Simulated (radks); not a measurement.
Values are calculated unless marked as measured or tabulated.
Mg0.75+, 11.25 electrons, occupied as [Ne] 3s(up 0.75, down 0.5) (fractional occupations, a model configuration). Level of theory: non-relativistic Kohn-Sham, PBE, spin-polarised, spherical densities, point nucleus (a radial shooting solver on a logarithmic mesh with Libxc functionals).

Normalised radial functions P(r) = r R(r), r in bohr:

```
   r/bohr * 2s up (the largest magnitude, 1.23, reaches the edge; | marks zero)
 0.006813                             |  *
  0.00873                             |  *
  0.01119                             |   *
  0.01434                             |    *
  0.01822                             |     *
  0.02335                             |       *
  0.02993                             |        *
  0.03835                             |         *
  0.04875                             |           *
  0.06248                             |           *
  0.08006                             |           *
   0.1018                             |         *
   0.1304                             |      *
   0.1671                             | *
   0.2142                        *    |
   0.2723                *            |
   0.3489         *                   |
   0.4471   *                         |
   0.5729  *                          |
   0.7284     *                       |
   0.9334          *                  |
    1.196                 *           |
    1.533                       *     |
    1.948                           * |
    2.497                            *|
      3.2                             *
    4.068                             *
    5.212                             *
    6.679                             *
    8.559                             *
```

2s up: eigenvalue -86.155 eV, 1 radial node at r = 0.180 bohr, <r> = 0.699 bohr, 90 % of the charge inside 1.11 bohr.
